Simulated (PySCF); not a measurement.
Structure problem from calculated spectra and properties.

Formula: C4H9FSSi.

| Quantity | Value |
| --- | --- |
| Rotational structure | rotational constants A, B, C: 4.000, 0.754, 0.688 GHz [GFN2-xTB] |
| UV, first state | lowest singlet excitation: 5.11 eV (243 nm, f = 0.002) [TDDFT PBE0/def2-SVPD] |
| 13C NMR | chemical shifts (computed TMS as zero) by class: 90.3 (1 C), 42.9 (1 C), 33.0 (1 C), 10.7 (1 C) ppm [GIAO PBE0/pcSseg-1] |
| UV, strongest line | among the 8 lowest singlet transitions: S7 at 7.48 eV (166 nm, f = 0.108) [TDDFT PBE0/def2-SVPD] |
| 1H NMR | chemical shifts (computed TMS as zero) by class: 6.17 (1 H), 3.86 (3 H), 2.67 (1 H), 2.26 (1 H), 1.48 (1 H), 0.93 (1 H), 0.77 (1 H) ppm [GIAO PBE0/pcSseg-1] |
| Dipole | 2.07 D [PBE0/def2-SVPD] |
| NMR, other nuclei | isotropic shieldings of nuclei other than C and H, by class: 387 (1 F), 419 (1 Si), 635 (1 S) ppm [GIAO PBE0/pcSseg-1] |

Electronic properties: PySCF, gas phase, density fitting. Levels stand in brackets. The structure is a single GFN2-xTB conformer in the gas phase; no vibrational or solvent corrections. Each NMR value is the plain mean over a class of atoms that symmetry, rotation or inversion makes alike.

Question: What is the compound? Reason from the data.

Answer: Numbering: `[F:1][C@@H:2]1[S:3][C@@H:4]1[CH2:5][CH2:6][SiH3:7]`. Its formula, C4H9FSSi, gives 1 degree of unsaturation: 1 ring and 0 π bonds in the structure found. 4 carbons fall into 4 classes; from least to most shielded: sp3 C–F carbon [C2] (90.3 ppm), ring sp3 carbon bound to sulfur [C4] (42.9 ppm), chain CH2 carbon [C5] (33.0 ppm), chain sp3 carbon bound to silicon [C6] (10.7 ppm). Hydrogen classes from least to most shielded: 1 H on an sp3 C–F carbon, C2 (6.17 ppm), 3 H on an SiH3 silicon, Si7 (3.86 ppm), 1 H on an sp3 carbon bound to sulfur, C4 (2.67 ppm), 1 H on a chain CH2 carbon, C5 (2.26 ppm), 1 H on a chain CH2 carbon, C5 (1.48 ppm), 1 H on an sp3 carbon bound to silicon, C6 (0.93 ppm), 1 H on an sp3 carbon bound to silicon, C6 (0.77 ppm). The other shieldings belong to: 387 ppm, alkyl fluorine [F1]; 419 ppm, SiH3 silicon [Si7]; 635 ppm, sulfide sulfur [S3]. The optimised geometry has point group C1 and is an asymmetric top. Structure: `F[C@@H]1S[C@@H]1CC[SiH3]`. Computed isomers that give other values at the same levels: `CC[SiH2][C@@H]1S[C@@H]1F` (13C chemical shifts (computed TMS as zero) by class: 90.4 (1 C), 26.2 (1 C), 9.9 (1 C), 7.7 (1 C) ppm); `CC[Si]1(F)CSC1` (13C chemical shifts (computed TMS as zero) by class: 31.8 (2 C), 14.1 (1 C), 6.3 (1 C) ppm); `C[C@H]([SiH3])C(=S)CF` (rotational constant A: 1.754 GHz; this holds for the one conformer computed). The assignments are read from this structure; whether some other isomer fits the data as well wasn't checked. The mirror image fits equally.

The values belong to the conformer `[F:1][C@@H:2]1[S:3][C@@H:4]1[CH2:5][CH2:6][SiH3:7]`: S3–C4–C5–C6 -161°, C4–C5–C6–Si7 -179°.
